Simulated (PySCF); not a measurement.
The vertical singlet excitations below were computed for one of the candidates. Computed with TDDFT PBE0/def2-SVPD, vertical, gas phase, core orbitals frozen in the response (PySCF). Geometries: GFN2-xTB, one conformer each.

```
state  E (eV)       f  main configurations (H = HOMO, L = LUMO)
   S1    4.59   0.038                    H→L (66%), H→L+1 (32%)
   S2    4.78  0.0011                H-1→L (76%), H-1→L+1 (16%)
   S3    5.35   0.196     H→L+1 (52%), H→L (24%), H-1→L+1 (14%)
   S4    5.57   0.092   H-1→L+1 (58%), H-1→L (18%), H→L+1 (10%)
   S5    5.79   0.019                               H-2→L (96%)
   S6    6.11   0.060                 H-3→L (78%), H-3→L+1 (8%)
```

Triplets computed (Tamm–Dancoff): 3.00, 3.71 eV.

Question: Which structure fits? All have the formula C7H9NO.
A. `c1c(COC)cccn1`
B. `C=CC(=C)C(=C)C(N)=O`
C. `C#CC(=O)NC1CCC1`
D. `CCc1cc[n+]([O-])cc1`

Answer: B. Its S1 lies at 4.59 eV; the nearest of the others has S1 at 4.88 eV. S1 is HOMO→LUMO (66%), HOMO→LUMO+1 (32%). Löwdin shares by element: HOMO carbon 74% or more (atoms not listed hold the other 26%); LUMO carbon 65% or more (atoms not listed hold the other 35%). At the same level the other candidates give, for their lowest levels:
- `C#CC(=O)NC1CCC1`: 4.93 eV (f 0.000); 5.80 eV (f 0.242); 5.92 eV (f 0.000); 6.31 eV (f 0.037); 6.72 eV (f 0.006); T1 4.40 eV; HOMO -7.49, LUMO -0.93 eV
- `CCc1cc[n+]([O-])cc1`: 4.23 eV (f 0.020); 4.34 eV (f 0.000); 4.82 eV (f 0.314); 5.05 eV (f 0.000); 5.82 eV (f 0.002); T1 2.68 eV; HOMO -6.22, LUMO -1.12 eV
- `COCc1cccnc1`: 4.88 eV (f 0.004); 5.16 eV (f 0.000); 5.52 eV (f 0.049); 6.12 eV (f 0.059); 6.24 eV (f 0.010); T1 4.17 eV; HOMO -7.27, LUMO -0.72 eV

Shape of the structure used: `[CH2:1]=[CH:2][C:3](=[CH2:4])[C:5](=[CH2:6])[C:7]([NH2:8])=[O:9]`: C1–C2–C3–C4 -163°, C2–C3–C5–C6 45°, C3–C5–C7–N8 -137°, H–N8–C7–C5 3°, H–N8–C7–C5 -179°.
